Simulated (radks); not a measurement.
Results of a calculation; reference values are marked as such.
Problem. Ionisation of Al5+, [He] 2s2 2p4, to Al6+, [He] 2s2 2p3, under several functionals. Dirac Kohn-Sham, spin-unpolarised, spherical densities, point nucleus; open shells fill j = l - 1/2 first; a radial shooting solver on a logarithmic mesh with Libxc functionals. The NIST Atomic Spectra Database gives 190.49 eV (semi-empirical). Rank these functionals by the error of their Delta-SCF ionisation energy: BP86; LDA (Slater exchange, VWN5 correlation); PBEsol; BLYP.

Solution. From best to worst: PBEsol 195.66 eV (+5.2); LDA (Slater exchange, VWN5 correlation) 195.91 eV (+5.4); BLYP 196.06 eV (+5.6); BP86 196.07 eV (+5.6). Spin polarisation and multiplet splitting are left out, so open shells lie too high by an amount that depends on their filling.

Beside tabulated values, note that spin-unpolarised runs miss the spin-polarisation part of the exchange energy of open shells.
